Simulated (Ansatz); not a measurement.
Cd5⁻. The state is a doublet with charge -1. Geometry PBE/def2-SVPD, basis def2-TZVPD, Ansatz.

```xyz
5

Cd   -1.312   -0.035    2.245
Cd   -0.148   -0.575   -2.524
Cd    2.262    0.653   -1.111
Cd    1.547    0.962    1.844
Cd   -2.350   -1.004   -0.454
```

| run | HOMO (eV) | LUMO (eV) |
| --- | --- | --- |
| A | 0.80 | 0.90 |
| B | -0.82 | 2.71 |
| C | 0.33 | 1.40 |
| D | -1.06 | 2.97 |
| E | 0.63 | 1.05 |
| F | 0.60 | 0.94 |

In the def2 sets Cd takes a core potential; there is no spin–orbit coupling. LC-ωPBE has ω = 0.4 bohr⁻¹. HSE06 is defined as in plane-wave codes, on full-range PBE exchange. Another isomer (doublet) lies 0.19 eV lower at PBE0/def2-TZVPD; other spin states weren't run for this one.

HOMO and LUMO are taken over both spins.

**Question.** The runs used HSE06, LC-ωPBE, PBE, PBE0, r2SCAN, ωB97M-V. Estimate which is which.

**Answer.** A PBE (0 % exact exchange); B ωB97M-V (range-separated); C PBE0 (25 % exact exchange); D LC-ωPBE (range-separated); E HSE06 (range-separated); F r2SCAN (0 % exact exchange). Exact exchange lowers occupied and raises empty levels; among semilocal functionals meta-GGAs tend to open the gap a little, and such runs are hard to tell apart. The gap grows from 0.11 eV (PBE) to 4.03 eV (LC-ωPBE). At PBE/def2-TZVPD, PBE0/def2-TZVPD, HSE06/def2-TZVPD, r2SCAN/def2-TZVPD the highest occupied level of the charge -1 doublet lies above zero (up to 0.80 eV). The electron is either unbound and held by the finite basis, or the level is raised by self-interaction error.
